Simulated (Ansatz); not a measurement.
`[F][Ga]([SH])[Cl]` + H–F → `[F][Ga]([F])[SH]` + HCl at 600 K and 1 bar (ligand exchange at a Ga–Cl bond).

Computed with Ansatz on PBE0-D4/def2-TZVP structures; ΔE is electronic, products minus reactants. CCSD(T)/CBS adds triple-zeta CCSD(T) − MP2 to the extrapolated MP2 energy (def2 sets, frozen cores). This one scheme is used for every species. For Ga outer-core shells are correlated without core-valence functions, which leaves a few kJ/mol of doubt a bond. Scalar relativity is left out up to krypton. Each species was taken in one conformer, which may not be the lowest.

| species | CCSD(T)/CBS energy (Eh) | H − E (kJ/mol) | S (J/(mol·K)) |
| --- | --- | --- | --- |
| `[F][Ga]([SH])[Cl]` | -2882.02312 | 79.6 | 402.0 |
| H–F | -100.39570 | 42.3 | 194.0 |
| `[F][Ga]([F])[SH]` | -2522.02273 | 80.4 | 389.6 |
| HCl | -460.38127 | 35.4 | 207.2 |

H − E and S are ideal-gas, rigid-rotor, harmonic terms from PBE0-D4/def2-TZVP, for one conformer and one mirror image of each species. 1 Eh = 2625.50 kJ/mol, R = 8.31446 J/(mol·K).

Q: By hand: ΔE, ΔH, ΔS and ΔG.

A: ΔE = (-2522.02273) + (-460.38127) − (-2882.02312) − (-100.39570) = 0.01482 Eh = 38.9 kJ/mol. Δ(H − E) = 80.4 + 35.4 − 79.6 − 42.3 = -6.1, so ΔH = 32.8 kJ/mol. ΔS = 389.6 + 207.2 − 402.0 − 194.0 = 0.8 J/(mol·K). ΔG = 32.8 − 600 × (0.8)/1000 = 32.3 kJ/mol.

Q: By hand: the equilibrium constant, and the temperature at which ΔG would vanish if ΔH and ΔS stayed fixed.

A: log₁₀ K = −ΔG/(RT ln 10) = -2.8. ΔG = 0 at ΔH/ΔS = 41000 K, far beyond where these terms or the molecules hold.

The number of gas molecules stays the same, so ΔS is small and ΔH decides. A doubt of 5 kJ/mol in ΔE shifts log₁₀ K by 0.4 here. Other conformers and mirror images would add mixing entropy, several J/(mol·K) or more a flexible species. These are equilibria of isolated gas molecules and say nothing of rates. Largest T1 diagnostic: 0.014 (customary marks: 0.02 for closed shells, 0.045 for open ones).
